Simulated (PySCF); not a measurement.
C₂H₇GeN.
Z-matrix (Å and degrees, PBE0-D3(BJ)/def2-SVP geometry), rows numbered from 1:
```
C 
C   1  1.3361
Ge  2  1.9361  1  123.09
N   3  1.8398  2  107.28  1   127.65
H   1  1.0962  2  122.03  3   179.95
H   1  1.0964  2  121.87  3     0.03
H   2  1.0972  1  119.11  3   179.67
H   3  1.5416  2  112.25  1  -116.82
H   3  1.5521  2  107.29  1     2.99
H   4  1.0168  3  114.53  2   173.58
H   4  1.0171  3  113.94  2   -61.07
```

Level of theory: TDDFT PBE0/def2-SVPD, vertical, gas phase, core orbitals frozen in the response (PySCF 2.14.0, density-fitted response routines). The PBE0/def2-SVPD calculation is non-relativistic and has no spin–orbit coupling, an omission that weighs most on germanium.

Frontier orbitals with the atoms that hold most of them (Löwdin shares over 4%, at most four atoms; ? is withheld):

```csv
orbital,ε (eV),atoms
LUMO+2,0.87,"Ge3 24%, C1 20%, C2 10%, H9 10%"
LUMO+1,0.62,"Ge3 40%, H10 11%, N4 11%, H11 10%"
LUMO,?,"C1 35%, C2 29%, Ge3 12%, H5 5%"
HOMO,-7.30,?
HOMO-1,-7.98,?
HOMO-2,-8.75,"C2 31%, Ge3 20%, C1 15%, H7 8%"
HOMO-3,-9.53,"Ge3 35%, H8 24%, H9 15%, N4 10%"
```

(1) Give the leading atoms of the HOMO.

(2) Give the leading atoms of the HOMO-1.

(3) What is the LUMO energy, and the HOMO–LUMO gap?

## Answers

(1) N4 (bonded to Ge and 2 H) 63%; Ge3 (bonded to C, N and 2 H) 13%; H9 (bonded to Ge) 9%; H10 (bonded to N) 6%. By element: nitrogen 63%, hydrogen 15% or more, germanium 13%.

(2) C1 (bonded to C and 2 H) 38%; C2 (bonded to C, Ge and H) 38%; Ge3 (bonded to C, N and 2 H) 7%; H8 (bonded to Ge) 4%. By element: carbon 76%, germanium 7%, hydrogen 4% or more.

(3) ε(LUMO) = -0.46 eV; the gap is 6.83 eV (0.2511 hartree).

Question: How does S1 compare with the orbital gap of 6.83 eV?

Answer: S1 is at 5.65 eV (f = 0.0098), 1.18 eV below the gap, made of HOMO→LUMO (97%). Without the coupling terms of the response equations the lowest excitation would equal the gap.

Next come S2 at 6.54 eV (f 0.0093), HOMO→LUMO+1 (66%), HOMO-2→LUMO (27%); S3 at 6.66 eV (f 0.0099), HOMO-2→LUMO (66%), HOMO→LUMO+1 (26%); S4 at 7.01 eV (f 0.125), HOMO-1→LUMO (49%), HOMO→LUMO+2 (39%); S5 at 7.13 eV (f 0.232), HOMO→LUMO+2 (51%), HOMO-1→LUMO (36%).

One conformer stands for the species.
